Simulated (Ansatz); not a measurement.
Reaction (atomization): `FCC(CF)C(F)F` → 4 C• + 4 F• + 6 H•

Computed with Ansatz on PBE0-D4/def2-TZVP structures; ΔE is electronic, products minus reactants. CBS: MP2 limit from def2 TZ/QZ plus the TZ coupled-cluster correction, frozen cores. This one scheme is used for every species, atoms too. DFT in def2-TZVPP. HSE06 is defined as in plane-wave codes. Open shells (•) are unrestricted, without spin–orbit coupling. Spin–orbit coupling would lower the free atoms: a little for C, F. One conformer a species, not always the lowest.

```csv
level,ΔE (kJ/mol)
B97M-V,5606.1
HSE06-D4,5653.4
BHLYP-D4,5380.8
r2SCANh,5579.0
MP2/def2-SVP,5495.3
CCSD(T)/def2-TZVPP,5472.0
MP2/def2-QZVPP,5707.9
HF/CBS(def2),4040.2
```

(1) What does CCSD(T)/CBS give? (Best estimate.)

Largest T1 diagnostic among the species: 0.011.

Answers

(1) The calculation gave: +5610.3 kJ/mol. The listed levels differ from it by -4.2, 43.1, -229.5, -31.3, -115.0, -138.3, 97.6, -1570.1 kJ/mol.

From BLYP to BHLYP (50 % exact exchange), in def2-TZVPP and without D4, ΔE moves by −200.2 kJ/mol: exact exchange takes away binding that semilocal exchange gives to molecules. At CCSD(T), def2-SVP lies −238.1 kJ/mol from the extrapolated value and def2-TZVPP −138.3 kJ/mol: correlation converges slowly with the basis, and small sets miss more of it in the bonded molecule than in its fragments. In def2-TZVPP, CCSD(T) changes the Hartree–Fock value by +1437.6 kJ/mol (the triples alone add +92.7 kJ/mol) and MP2 by +1592.4 kJ/mol; breaking electron pairs costs correlation energy, which Hartree–Fock lacks.

For atomizations the MP2-based limit and the directly extrapolated one differ by several kJ/mol either way, and by 10 to 25 for some Ge, Se and Sn compounds, so smaller differences from it don't rank the levels.
